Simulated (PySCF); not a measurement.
Species: C5H7N3.
Atom-mapped SMILES: `[CH2:1]=[CH:2][n:3]1[n:4][n:5][cH:6][c:7]1[CH3:8]` (hydrogens: H9, H10 on C1; H11 on C2; H12 on C6; H13, H14, H15 on C8)

Torsions of this conformer, `[CH2:1]=[CH:2][n:3]1[n:4][n:5][cH:6][c:7]1[CH3:8]`: C1–C2–N3–N4 0°.

The closed-shell ground state was solved at several levels (PySCF, density fitting, gas phase, non-relativistic). The structure is a single GFN2-xTB conformer in the gas phase; no vibrational or solvent corrections.

```
        level  basis functions  total energy (Eh)  HOMO (eV)  LUMO (eV)  gap (eV)  dipole (D)
  B3LYP/pcJ-1              286          -358.9498      -6.95      -1.30      5.65        4.68
PBE0/pcSseg-1              171          -358.4804      -7.19      -1.11      6.08        4.73
```

Task: What might PBE0/def2-SVPD (216 basis functions) give for the same quantities?

Result: Total energy -358.2821 Eh, HOMO -7.22 eV, LUMO -1.18 eV, gap 6.04 eV, dipole 4.67 D.

Task: Over all these levels, which gives the widest orbital gap and which the narrowest?

Result: PBE0/pcSseg-1 (global hybrid, 25 % exact exchange) has the widest, 6.08 eV, and B3LYP/pcJ-1 (global hybrid, 20 % exact exchange) the narrowest, 5.65 eV. Functional and basis both differ between the two, so the spread mixes both effects.

Task: How far do the dipole and the HOMO energy spread over the levels?

Result: The dipole runs from 4.67 to 4.73 D (mean 4.69 D) and the HOMO from -7.22 to -6.95 eV.
